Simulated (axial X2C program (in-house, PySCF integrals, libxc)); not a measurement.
Correcting the dissociation energy of ZrO⁺ for spin–orbit coupling

A spin-free PBE0 curve (one-electron X2C) was computed with an in-house all-electron X2C program for linear molecules (integrals from PySCF), basis Zr dyall-cv3z [11s12p9d6f3g], O dyall-av3z [7s6p3d2f] (cores contracted in-house), for the state M_S = 1/2, Λ = 2 (beyond evenly filled blocks: δ+α). It gives D0 = 7.343 eV to Zr+ + O, which in a spin-free picture are the weighted means of the ground terms.

Measured levels of the ground terms (NIST Handbook of Basic Atomic Spectroscopic Data), in cm⁻¹: Zr+ 4F: J = 3/2 at 0, J = 5/2 at 314.7, J = 7/2 at 763.4, J = 9/2 at 1322.7; O 3P: J = 2 at 0, J = 1 at 158.3, J = 0 at 227.

The two components of the molecular doublet are 753 cm⁻¹ apart in the PBE0 2c search (Ω = 3/2 lower), so the lower one lies 376 cm⁻¹ under their mean.

(1) How far does each ground level lie under the (2J+1)-weighted mean of its term?

(2) Correct D0.

Second-order spin–orbit effects in the molecule, which grow quickly with Z, are left out. One determinant describes the state; a PBE0 search over occupations chose it and may have missed a lower one. Dissociation energies refer to the lowest single-determinant-based atoms at the same level and basis. PBE0 can misorder states that lie within some tenths of an eV, so this need not be the ground state of the molecule. The nearest other spin-free determinant of the search, M_S = 1/2, Λ = 0, lies 0.41 eV up at the distance of the search. The functionals have no current-density term, which raises determinants with orbital currents, atoms included.

## Answers

(1) Zr+: (4 × 0 + 6 × 314.7 + 8 × 763.4 + 10 × 1322.7)/28 = 758 cm⁻¹; O: (5 × 0 + 3 × 158.3 + 1 × 227)/9 = 78 cm⁻¹.

(2) D0 = 7.343 + (376 − 836)/8065.5 = 7.286 eV at PBE0 with these spin–orbit terms.
